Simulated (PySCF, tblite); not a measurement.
Isomers of C4H10F2SSi, one GFN2-xTB conformer each. Single-point energies are computed at PBE0/pcSseg-1 (PySCF, gas phase, no added dispersion term), electronic only.

```tsv
SMILES	GFN2-xTB relative energy (kcal/mol)
CS[Si](C)(C)C(F)F	42.0
C[C@@H](S)C[C@H](F)[SiH2]F	0.0
CSC(F)(F)[SiH](C)C	54.4
C[C@H](CC(F)F)S[SiH3]	16.6
```

Conformers: `[CH3:1][S:2][Si:3]([CH3:4])([CH3:5])[CH:6]([F:7])[F:8]` with C1–S2–Si3–C4 54°, S2–Si3–C6–F7 75°; `[CH3:1][C@@H:2]([SH:3])[CH2:4][C@H:5]([F:6])[SiH2:7][F:8]` with C1–C2–S3–H 58°, C1–C2–C4–C5 172°, C2–C4–C5–F6 -68°, C4–C5–Si7–F8 -57°; `[CH3:1][S:2][C:3]([F:4])([F:5])[SiH:6]([CH3:7])[CH3:8]` with C1–S2–C3–F4 -57°, S2–C3–Si6–C7 -60°; `[CH3:1][C@H:2]([CH2:3][CH:4]([F:5])[F:6])[S:7][SiH3:8]` with C1–C2–C3–C4 174°, C2–C3–C4–F5 -65°, C1–C2–S7–Si8 -87°.

Question: What does PBE0/pcSseg-1 give for the same structures?

Answer: 
| SMILES | PBE0/pcSseg-1 E (Eh) | PBE0/pcSseg-1 (kcal/mol) | GFN2-xTB (kcal/mol) | point group |
| --- | --- | --- | --- | --- |
| CS[Si](C)(C)C(F)F | -1045.15758 | 0.0 | 42.0 | C1 |
| C[C@@H](S)C[C@H](F)[SiH2]F | -1045.15658 | 0.6 | 0.0 | C1 |
| C[C@H](CC(F)F)S[SiH3] | -1045.13092 | 16.7 | 16.6 | C1 |
| CSC(F)(F)[SiH](C)C | -1045.12370 | 21.3 | 54.4 | C1 |

GFN2-xTB puts C[C@@H](S)C[C@H](F)[SiH2]F lowest instead; measured from each level's own lowest isomer, the values differ by up to 42.0 kcal/mol (CS[Si](C)(C)C(F)F: 42.0 against 0.0). Neighbours under 2.5 kcal/mol apart (CS[Si](C)(C)C(F)F and C[C@@H](S)C[C@H](F)[SiH2]F) can change places with a better method, another conformer or zero-point energy.

Question: Which frontier levels, dipoles and rotational constants go with these structures?

Answer: 
| SMILES | HOMO (eV, PBE0/pcSseg-1) | LUMO (eV) | dipole (D) | A, B, C (MHz) |
| --- | --- | --- | --- | --- |
| CS[Si](C)(C)C(F)F | -6.92 | 0.43 | 1.06 | 1607, 1075, 858.0 |
| C[C@@H](S)C[C@H](F)[SiH2]F | -7.00 | -0.04 | 1.69 | 2054, 687.9, 641.3 |
| C[C@H](CC(F)F)S[SiH3] | -7.09 | -0.02 | 2.55 | 2168, 720.5, 642.0 |
| CSC(F)(F)[SiH](C)C | -6.92 | 0.47 | 1.00 | 2224, 963.9, 815.7 |

Question: What happens when harmonic zero-point energies from GFN2-xTB frequencies are added?

Answer: 
```csv
SMILES,ZPE (kcal/mol),electronic (kcal/mol),with ZPE (kcal/mol)
CS[Si](C)(C)C(F)F,83.7,0.0,1.5
C[C@@H](S)C[C@H](F)[SiH2]F,81.5,0.6,0.0
C[C@H](CC(F)F)S[SiH3],81.8,16.7,16.4
CSC(F)(F)[SiH](C)C,81.5,21.3,20.6
```

The zero-point energies span 2.2 kcal/mol. C[C@@H](S)C[C@H](F)[SiH2]F becomes the lowest.
